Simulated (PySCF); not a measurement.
**Spin states of PbCl**

Unrestricted PBE0; basis Pb def2-SVPD with ECP60, Cl def2-SVPD; scalar-relativistic core potentials; PySCF 2.14. Outer shells of the fragments: Pb 5d10 6s2 6p2; Cl 3s2 3p5.

Followed along the bond (rough minima from three points):

```json
{"2Ms+1": "2", "unpaired": "π ↑", "⟨S²⟩ at the start": "0.75", "R at minimum (Å)": "2.52", "Te (eV)": "0.00"}
{"2Ms+1": "4", "unpaired": "σ ↑, π ↑↑", "⟨S²⟩ at the start": "3.76", "R at minimum (Å)": "none in the scan", "Te (eV)": "≤ 3.85"}
```

Solutions found at the starting distance of 2.365 Å, counted from the lowest of them; the search is not exhaustive and high or unbound solutions are not listed, so other states can lie among these:

```csv
2Ms+1,unpaired,term,E (eV),⟨S²⟩,⟨Lz²⟩,μ (D)
2,π ↑,²Π,0.00,0.75,1.00,-3.03
2,σ ↑,²Σ⁺,2.41,0.75,0.00,-0.82
4,"σ ↑, π ↑↑",⁴Σ⁻,4.09,3.76,0.00,-0.35
2,"σ ↓, π ↑↑",mixed,4.59,1.76,0.00,0.23
4,π ↑↑↑,⁴Π,4.88,3.76,1.01,2.55
2,π ↑↑↓,mixed,5.19,1.76,3.02,2.58
4,"σ ↑↑, π ↑",⁴Π,6.08,3.75,1.00,1.08
```

A term symbol is given only where ⟨S²⟩ and ⟨Lz²⟩ are close to those of a pure state; real π, δ and φ orbitals otherwise mix terms. A positive dipole means Pb(−)Cl(+).

Spin–orbit coupling is left out, which matters for elements this heavy, above all for dissociation energies. Counting both spins, an empty level lies below a filled one in some of these solutions, because spin and occupation are held.
